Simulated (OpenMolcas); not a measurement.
W2+ in a point-charge field

W2+ among 6 point charges of -1.5 e arranged as a tetragonal octahedron (D4h), 2.2 Å from the ion, with the axial distance 2.244 Å. The active orbitals were held to one l.
```
   2.2000    0.0000    0.0000  -1.50
   0.0000    2.2000    0.0000  -1.50
  -2.2000    0.0000    0.0000  -1.50
   0.0000   -2.2000    0.0000  -1.50
   0.0000    0.0000    2.2440  -1.50
   0.0000    0.0000   -2.2440  -1.50
```

- Program: OpenMolcas 26.06
- Method: CASSCF
- Basis: ANO-RCC-VDZP [7s6p4d2f1g]
- Scalar Hamiltonian: DKH2, point nucleus
- Active space: 4 electrons in 5 orbitals (5d)
- State averaging: 2S+1 = 5 even, 5 roots; 2S+1 = 3 even, 45 roots; 2S+1 = 1 even, 50 roots
- Spin-orbit coupling: RASSI with atomic mean-field integrals over the reference wave functions

The lowest spin-free states (labels of D4, the rotations of D4h), above the lowest:

```csv
State,Degeneracy,E (cm-1),Free-ion L (%)
5B1,1,0.0,D (100)
5A1,1,1283,D (100)
3E,2,4136,H (42)
3A2,1,4659,H (42)
1E,2,11364,G (51)
1B2,1,11832,G (53)
1A1,1,12102,I (63)
5B2,1,12384,D (100)
1B1,1,12768,I (64)
5E,2,12972,D (100)
3B1,1,14214,H (85)
3A2,1,14481,H (44)
3A1,1,14893,H (85)
3E,2,15034,H (46)
3E,2,15364,F (52)
3B2,1,15803,F (55)
3A1,1,17015,G (96)
3B1,1,17231,F (96)
1A1,1,17561,G (41)
3B1,1,19783,D (47)
```

The lowest levels with spin-orbit coupling:

```csv
E (cm-1),Degeneracy,Label,2S+1,g
0.0,1,A1,5 (54 %),
1524,1,A2,5 (73 %),
2122,2,E,5 (72 %),0.00 0.00 0.12
3160,1,B1,5 (86 %),
3464,1,A1,5 (83 %),
3803,2,E,5 (86 %),0.00 0.00 0.50
4484,1,B2,5 (84 %),
4869,1,B1,5,
8003,1,A1,3 (54 %),
8204,2,E,3 (78 %),0.00 0.00 2.26
8311,1,B2,3 (75 %),
8501,1,A2,3 (75 %),
8973,1,B1,3 (81 %),
9050,2,E,3 (71 %),0.00 0.00 2.39
9220,1,A1,3 (77 %),
13292,2,E,3 (47 %),0.00 0.00 1.36
13476,1,A1,3 (45 %),
13556,1,B2,3 (47 %),
13724,1,A1,5 (52 %),
13851,1,B1,3 (47 %),
```

Powder χT (cm3 K/mol): 0.00242 at 2 K, 0.0121 at 10 K, 0.0605 at 50 K, 0.121 at 100 K, 0.242 at 200 K, 0.363 at 300 K. The effective moment at 300 K is 2.828 √(χT) = 1.70 μB.

Spin-orbit coupling mixes the spin-free states strongly: the lowest level takes only 34 % from its leading state, 5B1. Without dynamic correlation the repulsion within the d shell is too large (B by tens of per cent), so at a given field states of lower spin stand too high. This shell can be high or low spin here, a state of another spin lies low, and with metal d orbitals alone active their balance is uncertain, so the ground spin may be wrong. Point charges give a weaker field than real ligands, and real ions of this kind are as a rule low spin; the high spin found here belongs to the model. This is an electrostatic model: the charges have no orbitals. No measured value stands beside these numbers.

With an even number of electrons the g values are those of a degenerate or nearly degenerate non-Kramers pair.
